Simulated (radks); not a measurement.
The numbers below are computed, except where a source is named.
Question: All-electron atom: the tantalum ion Ta+ in [Xe] 4f14 5d3 6s1. Level of theory: scalar-relativistic Kohn-Sham, LDA (Slater exchange, Perdew-Wang correlation), spin-unpolarised, spherical densities, finite nucleus; Fermi nuclear charge, rms radius 5.3507 fm; hard spherical wall at 5 bohr (a radial shooting solver on a logarithmic mesh with Libxc functionals). Some entries of the table are withheld. Estimate them.

orbital,occ.,eigenvalue (hartree),<r> (bohr)
1s,2,-2473.035,0.01868
2s,2,-425.1280,0.07901
2p,6,-372.8344,0.07059
3s,2,-97.52361,0.2050
3p,6,-81.96281,0.2050
3d,10,-63.74052,0.1857
4s,2,(1),0.4591
4p,6,-14.90556,0.4880
4d,10,-8.35635,0.5233
5s,2,(2),(3)
5p,6,-1.65680,1.297
4f,14,(4),0.6399
6s,1,-0.35356,2.683
5d,3,-0.33332,1.990
6p,0,-0.08645,(5)
5f,0,0.37227,3.065
7s,0,0.62158,3.035

Answer: 
(1) 4s eigenvalue (hartree): -20.01484
(2) 5s eigenvalue (hartree): -2.88835
(3) 5s <r> (bohr): 1.101
(4) 4f eigenvalue (hartree): -1.11435
(5) 6p <r> (bohr): 2.936
